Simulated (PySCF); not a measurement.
# Ionisation energy of Mn⁺ by level of theory

Mn⁺ [Ar] 3d5 4s1 [3d3/2^4 3d5/2^1 4s1/2^1, M_J = 3] → Mn²⁺ [Ar] 3d5 [3d3/2^4 3d5/2^1, M_J = 5/2], as a difference of total energies. All numbers are calculated (PySCF 2.14, the two-component X2C-1e Hamiltonian, in x2c-TZVPPall-2c). Correlated levels: [Ne] frozen; the 6 highest virtual spinors dropped. "Screened" scales the spin-orbit matrix elements by Boettger's factors to mimic the two-electron term; Breit and QED terms are absent.

| method | ionisation energy (eV) | error (eV) |
| --- | --- | --- |
| GHF (screened spin-orbit) | 14.855 | -0.785 |
| GMP2 (screened spin-orbit) | 15.608 | -0.032 |

Reference: 15.640 eV (measured; NIST Atomic Spectra Database, ionization energies).

Errors of the correlated levels include the incompleteness of this basis and the frozen core.

The labels give the starting determinants; with spin-orbit coupling the two ends relaxed to ⟨J²⟩ = 12.00, ⟨L²⟩ = 0.00, ⟨S²⟩ = 12.00 and ⟨J²⟩ = 8.75, ⟨L²⟩ = 0.00, ⟨S²⟩ = 8.75.
